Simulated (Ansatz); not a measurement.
A nudged elastic band was laid between two geometries of C3H5FSTe (11 atoms, charge 0, multiplicity 1).

All numbers below come from RKS PBE0-D4/def2-SVP (Ansatz 0.2.0).

```json
{
 "movable images": "5",
 "climbing image": "yes",
 "spring": "5.0 eV/Å²",
 "optimiser": "quadratic models (default)",
 "start path": "through a guess of the saddle point",
 "force threshold": "0.03 eV/Å",
 "iteration limit": "37",
 "end points": "relaxed"
}
```

Image 0:

```xyz
11
Properties=species:S:1:pos:R:3
F 0.307 -1.654 1.622
C -0.039 -1.226 0.380
C 0.128 0.263 0.228
S -0.803 1.277 1.382
C 0.386 0.797 -1.117
Te 2.212 0.947 0.081
H 0.580 -1.746 -0.372
H -1.102 -1.484 0.204
H -2.030 0.910 0.926
H -0.047 1.769 -1.365
H 0.475 0.089 -1.949
```

Image 6:

```xyz
11
Properties=species:S:1:pos:R:3
F -0.120 -1.487 1.630
C -0.136 -1.185 0.297
C -0.025 0.302 0.086
S -1.314 1.257 0.857
C 0.444 0.780 -1.218
Te 2.081 1.055 0.202
H 0.699 -1.701 -0.203
H -1.097 -1.534 -0.125
H -1.159 0.699 2.077
H 0.034 1.722 -1.593
H 0.657 0.033 -1.990
```

**Question.** Which bonds break or form, and what moves?

**Answer.** No bond is made or broken. The dihedral C2–C3–S4–H9 goes from -65 to 52°.

**Question.** Give the energies along the band, and the barrier.

**Answer.** The run converged. The highest image is number 3 of 0 to 6, 0.065 eV above the first end and 0.170 eV above the last; the last end lies 0.105 eV below the first. A vibrational analysis at the climbing image gives one clearly imaginary mode, 277i cm⁻¹: a first-order saddle point.

```tsv
image	path coordinate (Å)	energy (eV)	dihedral C2–C3–S4–H9 (°)
0	0.00	0.000	-65
1	0.34	0.011	-50
2	0.69	0.042	-33
3	1.03	0.065	-13
4	1.42	0.018	11
5	1.80	-0.072	33
6	2.18	-0.105	52
```

**Question.** What is the geometry of the highest image?

**Answer.** 
```xyz
11
Properties=species:S:1:pos:R:3
F 0.009 -1.524 1.646
C -0.113 -1.143 0.345
C 0.104 0.335 0.163
S -0.932 1.393 1.179
C 0.458 0.793 -1.185
Te 2.238 0.969 0.072
H 0.614 -1.697 -0.272
H -1.137 -1.395 0.004
H -1.792 0.422 1.558
H 0.050 1.751 -1.516
H 0.565 0.039 -1.973
```

**Question.** What are the harmonic wavenumbers there?

**Answer.** 277i, 78, 163, 201, 278, 329, 425, 499, 558, 648, 772, 922, 952, 976, 1017, 1154, 1193, 1266, 1290, 1417, 1443, 1473, 2698, 3019, 3115, 3144, 3256 cm⁻¹.

Time of the run: 3 min on 2 threads of Arm Neoverse V2, with other jobs on the host, peak memory 0.35 GiB.
